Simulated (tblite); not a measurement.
Task: Write Cartesian coordinates for `COC1=CC(Cl)=CC(F)=P1` as optimised with GFN2-xTB.

Result: 
```xyz
15
C6H5ClFOP angstrom
C     -2.749   -0.703    0.201
O     -1.878    0.325   -0.199
C     -0.557    0.138    0.016
C      0.252    1.191   -0.400
C      1.627    1.200   -0.271
Cl     2.493    2.580   -0.836
C      2.352    0.156    0.290
C      1.718   -0.970    0.758
F      2.499   -1.937    1.289
P      0.017   -1.345    0.768
H     -2.527   -1.636   -0.328
H     -2.678   -0.883    1.280
H     -3.753   -0.365   -0.050
H     -0.247    2.038   -0.847
H      3.427    0.218    0.365
```

Orientation and origin are arbitrary. Atoms count from 1 in this order. The 6-membered ring C3–C4–C5–C7–C8–P10 has internal angles of 97.8° to 129.0°; it is planar, 0.00 Å rms from its mean plane, widest ring torsion 0°. The 2 C–O bonds span 1.351 Å (O2–C3, drawn single) to 1.406 Å (C1–O2, drawn single), a spread of 0.055 Å. P10 (phosphorus bonded to 2 C) is bent (angle 97.8°). Of the pairs four or more bonds apart, P10···H12 is among the closest relative to their van der Waals radii: 2.78 Å, 93 % of the sum of Bondi's values.

Bonds between heavy atoms (Å): C1–O2 1.406, O2–C3 1.351, C3–C4 1.392, C4–C5 1.380, C5–Cl6 1.725, C5–C7 1.389, C7–C8 1.374, C8–F9 1.352, C8–P10 1.742, C3–P10 1.759.

The geometry is computed with GFN2-xTB (gas phase).

Point group: Cs (tolerance 0.08 Å). Its GFN2-xTB frequencies are all real (lowest 95 cm⁻¹). The numbers are those of one conformer (C1–O2–C3–C4 180°).
